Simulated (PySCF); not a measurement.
Vertical excitations of a molecule C₄H₄F₂ from TDDFT-CAM-B3LYP/def2-SVPD (PySCF), as energy in eV (oscillator strength): 6.81 (0.160), 7.45 (0.026), 7.71 (0.009), 7.77 (0.003), 7.93 (0.002), 8.21 (0.038), 8.73 (0.026), 8.95 (0.003), 9.36 (0.022), 9.47 (0.022). Lowest triplet (TDA): 4.14 eV. Coordinates come from a PBE-D3(BJ)/def2-SVP optimisation. Other conformers were not sampled.

Task: Identify the compound among the candidates.
A) FC1=CC[C@H]1F
B) C=C/C(F)=C/F
C) C=C(F)/C=C\F
D) C=C(F)C(=C)F

Result: A, FC1=CC[C@H]1F
